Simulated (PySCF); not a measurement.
Vertical excitations of a molecule C2H6BClO from PySCF with TDDFT-PBE/def2-SVPD, as energy in eV (oscillator strength): 6.35 (0.000), 6.84 (0.025), 6.86 (0.001), 7.00 (0.020), 7.06 (0.144), 7.30 (0.008), 7.61 (0.027), 7.78 (0.001), 8.00 (0.004), 8.02 (0.109). Lowest triplet (TDA): 6.14 eV. Coordinates come from a B3LYP-D3(BJ)/def2-SVP optimisation. One conformer was computed; it need not be the lowest.

### Question
Which molecule gave these data?
A. COB(C)Cl
B. CCB(O)Cl
C. CCOBCl

### Answer
A, COB(C)Cl
